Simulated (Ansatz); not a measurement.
Task: Name a neutral molecule of C, In, S and H with LUMO energy (PBE/def2-TZVPP) between -2.40 and -2.10 eV and LUMO energy (B3LYP/def2-TZVPP) between -2.05 and -1.75 eV (Ansatz, PBE0-D4/def2-TZVP geometry).

Result: `[CH2]1[S][InH]1` (-2.35 eV, -1.93 eV). Other molecules can fit too; these were computed, each in one conformer that needn't be the lowest.

B3LYP here is the variant with VWN-RPA as its local correlation; programs differ in this.
